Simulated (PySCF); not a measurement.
# Ni⁺ (nickel, charge +1) across methods

[Ar] 3d8 4s1, high-spin 4F determinant (an excited configuration). All numbers are calculated (PySCF 2.14, no relativity, point nucleus, in aug-cc-pwCVTZ (10s9p7d4f3g, 127 functions)).

```json
{"method": "r2SCAN", "E (hartree)": "-1507.972", "mean ε 3d α (eV)": "-19.398", "mean ε 3d β (eV)": "-17.604", "mean ε 4s α (eV)": "-13.908", "Σ⟨r²⟩ (bohr²)": "23.67", "⟨S²⟩": "3.751"}
{"method": "PBE", "E (hartree)": "-1507.729", "mean ε 3d α (eV)": "-19.084", "mean ε 3d β (eV)": "-17.242", "mean ε 4s α (eV)": "-13.589", "Σ⟨r²⟩ (bohr²)": "23.88", "⟨S²⟩": "3.750"}
{"method": "UHF", "E (hartree)": "-1506.62196", "mean ε 3d α (eV)": "-29.076", "mean ε 3d β (eV)": "-26.438", "mean ε 4s α (eV)": "-15.966", "Σ⟨r²⟩ (bohr²)": "23.88", "⟨S²⟩": "3.752"}
{"method": "MN15", "E (hartree)": "-1508.238", "mean ε 3d α (eV)": "-22.953", "mean ε 3d β (eV)": "-20.847", "mean ε 4s α (eV)": "-14.688", "Σ⟨r²⟩ (bohr²)": "24.05", "⟨S²⟩": "3.751"}
{"method": "LDA", "E (hartree)": "-1505.291", "mean ε 3d α (eV)": "-19.395", "mean ε 3d β (eV)": "-17.389", "mean ε 4s α (eV)": "-13.840", "Σ⟨r²⟩ (bohr²)": "23.78", "⟨S²⟩": "3.750"}
{"method": "TPSSh", "E (hartree)": "-1507.998", "mean ε 3d α (eV)": "-20.072", "mean ε 3d β (eV)": "-18.276", "mean ε 4s α (eV)": "-13.805", "Σ⟨r²⟩ (bohr²)": "23.77", "⟨S²⟩": "3.751"}
{"method": "PBE0", "E (hartree)": "-1507.754", "mean ε 3d α (eV)": "-21.735", "mean ε 3d β (eV)": "-19.726", "mean ε 4s α (eV)": "-14.306", "Σ⟨r²⟩ (bohr²)": "23.75", "⟨S²⟩": "3.750"}
{"method": "r2SCAN0", "E (hartree)": "-1507.943", "mean ε 3d α (eV)": "-22.002", "mean ε 3d β (eV)": "-20.052", "mean ε 4s α (eV)": "-14.586", "Σ⟨r²⟩ (bohr²)": "23.61", "⟨S²⟩": "3.751"}
```
